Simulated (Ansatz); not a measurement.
PBE exchange is replaced step by step with exact exchange (0 % is PBE, 25 % PBE0; no dispersion term), basis def2-SVP, Ansatz. System: Ga₉N₉H₂₄, a nanocrystal cut from wurtzite GaN (hydrogen-capped). Total charge 0; singlet. Geometry: PBE-D4/def2-SVP.

Geometry of the singlet:

```tsv
atom	x (Å)	y (Å)	z (Å)
Ga1	-2.0584	1.9659	-2.7559
N2	-3.2746	0.6498	-1.7553
N3	-0.3395	1.5883	-1.7932
Ga4	-0.4359	2.1436	0.0995
Ga5	-2.4816	-0.4776	-0.3052
N6	-1.6253	0.7794	0.9500
N7	1.3372	1.8039	0.9000
Ga8	1.4065	2.4129	2.8099
Ga9	-0.7944	-0.2611	2.4046
N10	0.0713	1.0774	3.6137
Ga11	0.3017	-0.2440	-2.1553
N12	-0.9488	-1.4125	-1.1210
N13	2.0339	-0.4511	-1.2298
Ga14	2.0760	-0.0161	0.6960
Ga15	-0.0937	-2.5309	0.2600
N16	0.6805	-1.2039	1.4964
Ga17	2.8473	-2.2486	-1.5919
N18	1.4589	-3.4194	-0.6360
H19	-2.5939	3.4072	-2.3714
H20	-1.9829	1.4197	-4.2418
H21	-4.0644	1.1809	-1.3598
H22	-3.7127	0.0270	-2.4498
H23	0.3410	2.2235	-2.2429
H24	-0.9892	3.6040	0.3265
H25	-3.5799	-1.4180	0.3308
H26	-2.3949	1.3113	1.3866
H27	1.9959	2.4355	0.4143
H28	0.7178	3.8329	2.9553
H29	2.8079	2.0419	3.4507
H30	-1.7834	-1.1862	3.2177
H31	-0.6693	1.6126	4.0905
H32	0.5451	0.5699	4.3754
H33	0.3227	-0.6419	-3.6824
H34	-1.3515	-2.0697	-1.8078
H35	2.6829	0.2113	-1.6867
H36	3.4772	-0.2363	1.3879
H37	-1.0362	-3.6054	0.9324
H38	1.1623	-1.7480	2.2297
H39	2.7127	-2.6089	-3.1294
H40	4.1848	-2.4202	-0.7590
H41	1.0950	-4.1038	-1.3152
H42	1.9519	-3.9954	0.0621
```

Single mean-field runs in def2-SVP are fitted with def2-universal-jkfit.

```json
{"exact exchange (%)": "0", "HOMO (eV)": "-6.17", "LUMO (eV)": "-0.98", "gap (eV)": "5.18"}
{"exact exchange (%)": "5", "HOMO (eV)": "-6.41", "LUMO (eV)": "-0.82", "gap (eV)": "5.60"}
{"exact exchange (%)": "15", "HOMO (eV)": "-6.92", "LUMO (eV)": "-0.48", "gap (eV)": "6.44"}
{"exact exchange (%)": "25", "HOMO (eV)": "-7.43", "LUMO (eV)": "-0.15", "gap (eV)": "7.28"}
{"exact exchange (%)": "35", "HOMO (eV)": "-7.95", "LUMO (eV)": "0.18", "gap (eV)": "8.13"}
{"exact exchange (%)": "50", "HOMO (eV)": "-8.74", "LUMO (eV)": "0.67", "gap (eV)": "9.41"}
```

Question: Fit a straight line to the column «gap (eV)» against the share of exact exchange and predict its value at 10 %.

Answer: With x = exact exchange (%) and y = gap (eV): mean x = 21.67, mean y = 7.007; Σ(x − x̄)(y − ȳ) = 150.8, Σ(x − x̄)² = 1783; slope b = 0.08458, intercept a = ȳ − b·x̄ = 5.174. The residuals of the fitted rows reach 0.01. At x = 10 the line gives 5.174 + (0.08458 × 10) = 6.02; the run gave 6.02, the same within rounding.
